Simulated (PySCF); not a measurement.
Mayer bond orders and bond lengths

C₄H₁₆N₂OSi₂.
Numbering: `[CH3:1][CH2:2][SiH2:3][O:4][Si@@H:5]([NH2:6])[N:7]([CH3:8])[CH3:9]` (hydrogens: H10, H11, H12 on C1; H13, H14 on C2; H15, H16 on Si3; H17 on Si5; H18, H19 on N6; H20, H21, H22 on C8; H23, H24, H25 on C9)

Structure used (GFN2-xTB), in Å, numbered top down from 1:
```
atom  x, y, z in Å
C1     4.4451    0.0002    0.0688
C2     3.0256    0.3621    0.4899
Si3    1.7067   -0.2687   -0.7237
O4     0.2474    0.1873   -0.2131
Si5   -1.0886    0.4392    0.6802
N6    -1.5371    2.0934    0.8489
N7    -2.3697   -0.3120   -0.1765
C8    -3.7381   -0.1054    0.2239
C9    -2.1847   -1.5515   -0.8878
H10    5.1751    0.3672    0.7890
H11    4.5559   -1.0787   -0.0104
H12    4.6768    0.4329   -0.9016
H13    2.9504    1.4476    0.5883
H14    2.8347   -0.0452    1.4856
H15    1.8496    0.3330   -2.0520
H16    1.7333   -1.7350   -0.7968
H17   -0.7864   -0.0379    2.0317
H18   -0.9041    2.6961    1.3471
H19   -1.8934    2.5743    0.0382
H20   -3.8204    0.8456    0.7397
H21   -4.3872   -0.0958   -0.6569
H22   -4.0874   -0.8998    0.8950
H23   -2.4704   -2.4173   -0.2769
H24   -1.1416   -1.6516   -1.1725
H25   -2.8022   -1.5558   -1.7913
```

Bond orders from the PBE0/pcSseg-1 density (PySCF). The structure is a single GFN2-xTB conformer in the gas phase; no vibrational or solvent corrections.

**Question.** Where do the orders between heavy atoms depart from those drawn in the SMILES?

**Answer.** The largest departure is 0.090, at C2–Si3 (drawn single, 0.910) and O4–Si5 (drawn single, 0.912).

**Question.** Give the Mayer order of every bond between heavy atoms, beside its length.

**Answer.** 
```
  bond  drawn as  length (Å)  Mayer order
 C1–C2    single       1.524        1.048
C2–Si3    single       1.900        0.910
Si3–O4    single       1.612        0.933
O4–Si5    single       1.627        0.912
Si5–N6    single       1.722        1.047
Si5–N7    single       1.715        0.974
 N7–C8    single       1.441        0.962
 N7–C9    single       1.441        0.967
```

Bonds between the same two heavy elements. O–Si: lowest O4–Si5 (0.912, 1.627 Å), highest Si3–O4 (0.933, 1.612 Å). N–Si: lowest Si5–N7 (0.974, 1.715 Å), highest Si5–N6 (1.047, 1.722 Å); in 1 of the 1 pairs the longer bond (by over 0.003 Å) has the higher order (by 0.02 or more). C–N: all 2 within 0.02 of one another (0.962 to 0.967).

**Question.** And the bonds to hydrogen?

**Answer.** C–H: 0.95 to 0.97 (11 bonds); H–Si: 0.89 to 0.92 (3 bonds); H–N: 0.94 to 0.95 (2 bonds).

**Question.** Sum the orders of all bonds at each heavy atom with more than one neighbour and set the sums beside the valence in the SMILES.

**Answer.** C1 3.950 (drawn 4), C2 3.853 (drawn 4), Si3 3.683 (drawn 4), O4 1.845 (drawn 2), Si5 3.823 (drawn 4), N6 2.940 (drawn 3), N7 2.903 (drawn 3), C8 3.847 (drawn 4), C9 3.851 (drawn 4). Orders between atoms that aren't bonded are not in these sums.

For a closed shell the Mayer order of atoms A and B is Σ (PS)μν (PS)νμ over the basis functions μ on A and ν on B, with P the density and S the overlap matrix.

The run behind these numbers computed NMR shieldings as well. On one thread of an Arm Neoverse V1 (shared host), this took 73 s wall and 1.1 GiB of memory at its peak.
